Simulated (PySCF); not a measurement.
Be(OH)2 (BeH₂O₂), SMILES [OH][Be][OH].

Geometry: B3LYP-D3(BJ)/def2-TZVP. One conformer was computed; it need not be the lowest.

Level of theory: HF/def2-TZVPD (PySCF).

Symmetry labels are those of the subgroup C2 that the program uses (full group C2).

Task: List the valence orbital energies around the gap with their symmetry. (The exact figures need the calculation; the answer reports its results.)

Result: 
```json
[
 {"orbital": "HOMO−7", "symmetry": "B", "energy (eV)": "-35.52"},
 {"orbital": "HOMO−6", "symmetry": "A", "energy (eV)": "-35.39"},
 {"orbital": "HOMO−5", "symmetry": "B", "energy (eV)": "-18.72"},
 {"orbital": "HOMO−4", "symmetry": "A", "energy (eV)": "-18.57"},
 {"orbital": "HOMO−3", "symmetry": "B", "energy (eV)": "-14.36"},
 {"orbital": "HOMO−2", "symmetry": "A", "energy (eV)": "-14.27"},
 {"orbital": "HOMO−1", "symmetry": "A", "energy (eV)": "-13.44"},
 {"orbital": "HOMO", "symmetry": "B", "energy (eV)": "-13.36"},
 {"orbital": "LUMO", "symmetry": "A", "energy (eV)": "0.98"},
 {"orbital": "LUMO+1", "symmetry": "B", "energy (eV)": "1.46"},
 {"orbital": "LUMO+2", "symmetry": "A", "energy (eV)": "1.66"},
 {"orbital": "LUMO+3", "symmetry": "B", "energy (eV)": "1.70"}
]
```
